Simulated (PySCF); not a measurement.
Si(H)3(OAc) (C2H6O2Si), SMILES CC(=O)O[SiH3]. Atoms are numbered in the order given.

```xyz
11

Si    -0.0747    -1.7233     0.0000
O     -0.7331    -0.1330     0.0000
C      0.1593     0.8802     0.0000
C     -0.4977     2.2277     0.0000
O      1.3520     0.6722     0.0000
H      0.7238    -1.9579    -1.2308
H     -1.2900    -2.5783     0.0000
H      0.7238    -1.9579     1.2308
H      0.2622     3.0172     0.0000
H     -1.1472     2.3211    -0.8835
H     -1.1472     2.3211     0.8835
```

The structure is a stationary point at r2SCAN-D4/def2-SVP.

Two levels are set side by side: PBE/pcSseg-1 (PySCF) and PBE0/pcSseg-1 (PySCF). GIAO shifts against H2O (¹⁷O), TMS (²⁹Si), TMS (¹H), TMS (¹³C) at the same level; non-relativistic, no solvent, atoms listed together averaged. Differences are taken from unrounded values.

```tsv
quantity	PBE0	PBE	PBE minus PBE0
δ(²⁹Si) of Si1 (ppm)	-33.0	-35.8	-2.8
δ(¹⁷O) of O2 (ppm)	204.5	217.8	13.3
δ(¹³C) of C3 (ppm)	181.5	177.8	-3.8
δ(¹³C) of C4 (ppm)	24.5	23.9	-0.6
δ(¹⁷O) of O5 (ppm)	476.9	476.5	-0.4
```

Rough cost on one machine, each run with all the roots and properties that it gave: PBE0 against PBE within a factor of 2.
